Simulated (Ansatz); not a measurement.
Start from `CO[SiH](O)Cl` and change one atom or group to get `CO[SiH](O)Br`.

Ansatz, PBE0-D4/def2-TZVP geometries, multiplicity 1. Each molecule was computed in one conformer, which needn't be the lowest.

Scalar relativity is left out up to krypton.

```json
{"property": "HOMO energy (ωB97M-V/def2-TZVPP) / eV", "`CO[SiH](O)Cl`": "-11.08"}
{"property": "HOMO energy (PBE0/def2-TZVPP) / eV", "`CO[SiH](O)Cl`": "-8.70"}
{"property": "HOMO energy (B3LYP/def2-TZVPP) / eV", "`CO[SiH](O)Cl`": "-8.46"}
{"property": "HOMO energy (PBE/def2-TZVPP) / eV", "`CO[SiH](O)Cl`": "-7.11"}
{"property": "HOMO–LUMO gap (PBE/def2-TZVPP) / eV", "`CO[SiH](O)Cl`": "6.93"}
{"property": "LUMO energy (PBE/def2-TZVPP) / eV", "`CO[SiH](O)Cl`": "-0.19"}
```

Give the same properties after the change, and the shifts. (An estimate is asked.)

The calculation gave: 
```json
{"property": "HOMO energy (ωB97M-V/def2-TZVPP) / eV", "`CO[SiH](O)Br`": "-10.75", "shift": "0.33"}
{"property": "HOMO energy (PBE0/def2-TZVPP) / eV", "`CO[SiH](O)Br`": "-8.49", "shift": "0.21"}
{"property": "HOMO energy (B3LYP/def2-TZVPP) / eV", "`CO[SiH](O)Br`": "-8.22", "shift": "0.24"}
{"property": "HOMO energy (PBE/def2-TZVPP) / eV", "`CO[SiH](O)Br`": "-7.10", "shift": "0.01"}
{"property": "HOMO–LUMO gap (PBE/def2-TZVPP) / eV", "`CO[SiH](O)Br`": "6.81", "shift": "-0.12"}
{"property": "LUMO energy (PBE/def2-TZVPP) / eV", "`CO[SiH](O)Br`": "-0.28", "shift": "-0.09"}
```

With PBE0 the HOMO rises by 0.21 eV and the LUMO falls by 0.10 eV, so the gap narrows by about 0.31 eV. PBE moves the HOMO by 0.01 eV and ωB97M-V by 0.33 eV.

B3LYP here is the variant with VWN-RPA as its local correlation; programs differ in this.

Spin–orbit coupling is left out; it splits and shifts lone-pair levels of the heavy atoms by tenths of an eV.
